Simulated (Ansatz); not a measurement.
CH₅BS₂ (`BSCS`). Charge 0, multiplicity 1.

Z-matrix (Å, degrees):
```
C
S 1 1.816
S 1 1.799 2 114.4
H 1 1.088 2 108.7 3 -125.4
H 1 1.090 2 107.7 3 116.8
B 2 1.751 1 104.3 3 109.8
H 3 1.343 1 96.4 2 -64.9
H 6 1.194 2 120.9 1 0.3
H 6 1.192 2 116.2 1 -179.6
```

(1) What are the harmonic wavenumbers in cm⁻¹ at PBE0-D4/def2-TZVP (Ansatz, finite differences of forces, unscaled)? (An estimate is asked.)

(2) Is this a minimum?

(3) Give the ideal-gas thermochemistry at 298.15 K and 1 bar (rigid rotor, harmonic oscillator; point group C1, symmetry number 1).

(4) Rotational constants (cm⁻¹)?

Answers

(1) Computed: 40, 222, 259, 306, 471, 666, 740, 771, 804, 853, 923, 987, 1177, 1183, 1242, 1431, 2595, 2701, 2710, 3096, 3163.

(2) Yes, all 21 modes are real.

(3) Zero-point energy 157.5 kJ/mol; H(298) − E = 175.6 kJ/mol; entropy 327.2 J/(mol·K), of which translation 165.2, rotation 109.4, vibration 52.5; G(298) − E = 78.1 kJ/mol. Modes under 100 cm⁻¹ are hindered rotations or soft bends, so the harmonic entropy is rough.

(4) 0.4123, 0.07302, 0.06988.
